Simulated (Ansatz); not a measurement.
Gas-phase reaction in SMILES: NC1CCCC1 -> NC1C[CH]CC1 + H atom (the C-H bond at the site shown breaks; other sites are not compared here)
Each molecule is optimised on its own at B3LYP-D3(BJ)/def2-TZVP (Ansatz, a first-principles code), one conformer each, not searched for the lowest.
Geometry of the first species:
```xyz
17

C     -1.6562     0.2564     0.2383
C     -1.2088    -1.1684    -0.1983
C      0.2973    -1.0564    -0.4958
C      0.7641     0.1354     0.3413
C     -0.3883     1.1266     0.1732
N      2.0390     0.6776    -0.1213
H     -2.0545     0.2328     1.2540
H     -2.4473     0.6522    -0.3987
H     -1.3896    -1.8842     0.6053
H     -1.7632    -1.5258    -1.0661
H      0.4714    -0.8141    -1.5475
H      0.8442    -1.9749    -0.2733
H      0.7962    -0.1784     1.3981
H     -0.3798     1.9223     0.9209
H     -0.2852     1.5948    -0.8093
H      2.3091     1.4809     0.4351
H      2.7774    -0.0101    -0.0217
```

Wanted: bond dissociation energy (electronic energy difference), in eV. Valence correlation only, unless marked. Open shells are spin-unrestricted. Spin-orbit coupling is left out. No relativistic terms. CBS marks a two-point X^-3 extrapolation of the correlation energy; Hartree-Fock from the larger set. [CCSD(T)-MP2]/basis is that difference in the basis named.

| level | program | bond dissociation energy (eV) | minus last row |
|---|---|---|---|
| PBE-D3(BJ)/def2-TZVPD | Ansatz + dftd3 | 4.29 | -0.25 |
| BLYP/def2-TZVPD | Ansatz | 4.28 | -0.26 |
| B97M-V/def2-TZVPD | Ansatz | 4.36 | -0.18 |
| B3LYP-D3(BJ)/def2-TZVPD | Ansatz + dftd3 | 4.39 | -0.15 |
| PBE0/STO-3G | Ansatz | 5.63 | 1.09 |
| PBE0/def2-QZVPP | Ansatz | 4.29 | -0.25 |
| B2PLYP/def2-TZVPD | Ansatz | 4.38 | -0.16 |
| CCSD/STO-3G | Ansatz | 5.20 | 0.66 |
| CCSD/6-31G | Ansatz | 4.04 | -0.50 |
| RI-MP2/CBS(cc-pVTZ,cc-pVQZ)+[CCSD(T)-MP2]/cc-pVTZ | Ansatz | 4.54 | 0.00 |
